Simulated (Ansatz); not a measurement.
Program: Ansatz. Geometries: PBE0-D4/def2-TZVP. ΔE: electronic, gas phase. CBS: MP2 limit from def2 TZ/QZ plus the TZ coupled-cluster correction, frozen cores. This one scheme is used for every species. DFT in def2-TZVPP. For Br outer-core shells are correlated without core-valence functions, which leaves a few kJ/mol of doubt a bond. Scalar relativity is left out up to krypton. One conformer a species, not always the lowest.

Reaction (hydrogenolysis of a B–O bond): `OB1OC1Br` + H₂ → `BrC1BO1` + H₂O

`OB1OC1Br`:

Cartesian coordinates in Å:
```
O -0.130 0.808 -1.652
B -0.014 0.103 -0.528
O 0.734 -0.869 0.031
C -0.336 -0.302 0.878
Br 0.278 0.705 2.389
H 0.528 0.594 -2.322
H -1.061 -1.038 1.204
```

H₂:

```xyz
2

H    -0.293    0.075   -0.219
H     0.293   -0.075    0.219
```

`BrC1BO1`:

Cartesian coordinates in Å:
```
Br 0.146 -0.451 2.121
C -0.236 0.325 0.412
B 0.434 -0.172 -0.838
O -0.803 -0.599 -0.573
H -0.809 1.235 0.535
H 1.269 -0.338 -1.657
```

H₂O:

Z-matrix (Å, degrees):
```
O
H 1 0.960
H 1 0.960 2 105.1
```

```csv
level,ΔE (kJ/mol),difference from CCSD(T)/CBS
PBE-D4,97.7,9.0
PBE0-D4,94.9,6.2
r2SCAN0-D4,98.9,10.2
CAM-B3LYP-D4,98.1,9.4
ωB97M-V,95.6,6.9
revPBE,91.4,2.7
CAM-B3LYP,95.8,7.1
MP2/def2-SVP,117.8,29.1
CCSD(T)/def2-SVP,112.6,23.9
SCS-MP2/def2-TZVPP,93.0,4.3
CCSD/def2-TZVPP,90.5,1.8
HF/def2-QZVPP,87.8,-0.9
MP2/def2-QZVPP,93.3,4.6
SCS-MP2/def2-QZVPP,90.7,2.0
MP2/CBS(def2),91.8,3.1
CCSD/CBS(def2),86.2,-2.5
CCSD(T)/CBS,88.7,0
```

Largest T1 diagnostic among the species: 0.013.

Leaving LDA and LC-ωPBE aside and taking each functional with its dispersion term where it has one, the values, not all of them listed here, spread over 8.5 kJ/mol, from ωB97X-V to B97M-V. LDA lies +10.2 kJ/mol from PBE without D4. In def2-TZVPP, CCSD(T) changes the Hartree–Fock value by +4.4 kJ/mol (the triples alone add +2.5 kJ/mol) and MP2 by +7.5 kJ/mol.

CCSD(T)/CBS has its own doubt, a few kJ/mol and more with outer-core shells, so smaller differences from it don't rank the levels.
